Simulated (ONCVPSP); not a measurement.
## Potentials for Al compared

Generated with ld1.x 7.5 (TM, RRKJ, ultrasoft, PAW), atompaw 4.2 or ONCVPSP 4.0.1. The cutoff is in Ry: for ld1.x and atompaw files where the sum of valence levels is converged to 10 mRy in a Bessel basis, for ONCV files where the hardest occupied wave has 1 mHa per electron of residual kinetic energy. The error is the largest all-electron minus pseudo excitation energy over each file’s own four to seven test configurations (ionisations up to +4, promotions, holes and added fractions of an electron), all of which were solved. The labels leave out finer settings (local radius, basis sizes, second energies), which also bear on the numbers. Spin-polarised tests are not counted. The rows are a selection from randomly drawn settings: files with unsolved tests, undetermined cutoffs or missed reference levels are left out.

```csv
potential,cutoff (Ry),largest error (meV),bound ghosts
"ONCV, BLYP, scalar-relativistic, rc 2.05/3.00 (sp), local s, core correction no, reference 3s2 3p1, qcut 4/2.2, projectors 0/2",12,+105,none
"ONCV, LDA (Perdew-Wang 92), scalar-relativistic, rc 1.55/2.20/2.35 (spd), local smoothed, core correction yes, reference 3s2 3p0.5, qcut 4.3/3.5/4.2, projectors 1/2/2",112,+20,none
"ONCV, PBE, scalar-relativistic, rc 2.00/2.00 (sp), local p, core correction yes, reference 3s2 3p1, qcut 3/3.7, projectors 1/0",10,+7.8,none
```

(1) Fill in the row for Al: ONCV, LDA (Perdew-Zunger), scalar-relativistic, rc 0.85/1.00 (sp), local smoothed, core correction yes, reference 2s2 2p6 3s1, qcut 15.4/14.2, projectors 3/3.

(2) Fill in the row for Al: ONCV, PBE, scalar-relativistic, rc 0.85/0.90 (sp), local smoothed, core correction no, reference 2s2 2p6 3s2, qcut 16.3/15.6, projectors 2/2.

## Answers

(1) cutoff 156 Ry, largest error -1.1 meV, bound ghosts: none.

(2) cutoff 182 Ry, largest error -1.6 meV, bound ghosts: none.
